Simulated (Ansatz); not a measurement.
`[Cl][Ga]([Cl])[I]` + H–F → `[F][Ga]([Cl])[Cl]` + HI at 700 K and 1 bar (ligand exchange at a Ga–I bond).

Computed with Ansatz on PBE0-D4/def2-TZVP structures; ΔE is electronic, products minus reactants. CBS: MP2 limit from def2 TZ/QZ plus the TZ coupled-cluster correction, frozen cores. This one scheme is used for every species. Elements past krypton have def2 core potentials. For Ga, I outer-core shells are correlated without core-valence functions, which leaves a few kJ/mol of doubt a bond. Scalar relativity is left out up to krypton.

```csv
species,CCSD(T)/CBS energy (Eh),H − E (kJ/mol),S (J/(mol·K))
`[Cl][Ga]([Cl])[I]`,-3141.09973,59.2,422.9
H–F,-100.39570,45.2,198.5
`[F][Ga]([Cl])[Cl]`,-2943.43698,60.2,389.6
HI,-298.03592,34.6,231.7
```

H − E and S are ideal-gas, rigid-rotor, harmonic terms from PBE0-D4/def2-TZVP. 1 Eh = 2625.50 kJ/mol, R = 8.31446 J/(mol·K).

Problem. By hand: ΔE, ΔH, ΔS and ΔG.

Solution. ΔE = (-2943.43698) + (-298.03592) − (-3141.09973) − (-100.39570) = 0.02253 Eh = 59.2 kJ/mol. Δ(H − E) = 60.2 + 34.6 − 59.2 − 45.2 = -9.6, so ΔH = 49.6 kJ/mol. ΔS = 389.6 + 231.7 − 422.9 − 198.5 = -0.1 J/(mol·K). ΔG = 49.6 − 700 × (-0.1)/1000 = 49.7 kJ/mol.

Problem. By hand: the equilibrium constant, and the temperature at which ΔG would vanish if ΔH and ΔS stayed fixed.

Solution. log₁₀ K = −ΔG/(RT ln 10) = -3.7. ΔH and −TΔS have one sign here, so there is no such temperature.

The number of gas molecules stays the same, so ΔS is small and ΔH decides. A doubt of 5 kJ/mol in ΔE shifts log₁₀ K by 0.4 here. These are equilibria of isolated gas molecules and say nothing of rates. Largest T1 diagnostic: 0.012 (customary marks: 0.02 for closed shells, 0.045 for open ones).

ΔS is within the doubt of such terms, so its sign, and with it that verdict, could turn.
